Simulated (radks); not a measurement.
Results of a calculation; reference values are marked as such.
Question: Ionisation of neutral calcium, [Ar] 4s2, to Ca+, [Ar] 4s1, under several functionals. Non-relativistic Kohn-Sham, spin-polarised, spherical densities, point nucleus; open shells are filled with parallel spins first; a radial shooting solver on a logarithmic mesh with Libxc functionals. The NIST Atomic Spectra Database gives 6.113 eV (measured). Rank these functionals by the error of their Delta-SCF ionisation energy: TASK exchange with Perdew-Wang LDA correlation; AM05; LDA (Slater exchange, Perdew-Zunger correlation); LDA (Slater exchange, Perdew-Wang correlation); TPSS; r2SCAN; HCTH/407; XLYP; BLYP.

Answer: From best to worst: XLYP 6.110 eV (-0.003); BLYP 6.052 eV (-0.061); LDA (Slater exchange, Perdew-Wang correlation) 6.217 eV (+0.104); LDA (Slater exchange, Perdew-Zunger correlation) 6.230 eV (+0.117); TPSS 5.982 eV (-0.131); AM05 5.956 eV (-0.157); r2SCAN 5.811 eV (-0.302); HCTH/407 6.540 eV (+0.426); TASK exchange with Perdew-Wang LDA correlation 5.450 eV (-0.663).
